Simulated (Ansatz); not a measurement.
`B[NH][GeH]([CH3])[F]` + `[SiH3]N[SiH3]` → `BN([SiH3])[SiH3]` + `[CH3][GeH]([NH2])[F]` at 600 K and 1 bar (ligand exchange at a B–N bond).

Computed with Ansatz on PBE0-D4/def2-TZVP structures; ΔE is electronic, products minus reactants. CCSD(T)/CBS adds triple-zeta CCSD(T) − MP2 to the extrapolated MP2 energy (def2 sets, frozen cores). This one scheme is used for every species. For Ge outer-core shells are correlated without core-valence functions, which leaves a few kJ/mol of doubt a bond. Scalar relativity is left out up to krypton. Each species was taken in one conformer, which may not be the lowest.

| species | CCSD(T)/CBS energy (Eh) | H − E (kJ/mol) | S (J/(mol·K)) |
| --- | --- | --- | --- |
| `B[NH][GeH]([CH3])[F]` | -2297.76421 | 293.9 | 471.0 |
| `[SiH3]N[SiH3]` | -637.10515 | 230.1 | 420.5 |
| `BN([SiH3])[SiH3]` | -662.52490 | 273.2 | 451.2 |
| `[CH3][GeH]([NH2])[F]` | -2272.33936 | 250.6 | 424.3 |

H − E and S are ideal-gas, rigid-rotor, harmonic terms from PBE0-D4/def2-TZVP, for one conformer and one mirror image of each species. 1 Eh = 2625.50 kJ/mol, R = 8.31446 J/(mol·K).

**Question.** By hand: ΔE, ΔH, ΔS and ΔG.

**Answer.** ΔE = (-662.52490) + (-2272.33936) − (-2297.76421) − (-637.10515) = 0.00510 Eh = 13.4 kJ/mol. Δ(H − E) = 273.2 + 250.6 − 293.9 − 230.1 = -0.2, so ΔH = 13.2 kJ/mol. ΔS = 451.2 + 424.3 − 471.0 − 420.5 = -16.0 J/(mol·K). ΔG = 13.2 − 600 × (-16.0)/1000 = 22.8 kJ/mol.

**Question.** By hand: the equilibrium constant, and the temperature at which ΔG would vanish if ΔH and ΔS stayed fixed.

**Answer.** log₁₀ K = −ΔG/(RT ln 10) = -2.0. ΔH and −TΔS have one sign here, so there is no such temperature.

TΔS isn't small against ΔH here. A doubt of 5 kJ/mol in ΔE shifts log₁₀ K by 0.4 here. Other conformers and mirror images would add mixing entropy, several J/(mol·K) or more a flexible species. Modes under 60 cm⁻¹, often nearly free rotors, make the harmonic entropy too high. These are equilibria of isolated gas molecules and say nothing of rates. Largest T1 diagnostic: 0.013 (customary marks: 0.02 for closed shells, 0.045 for open ones).
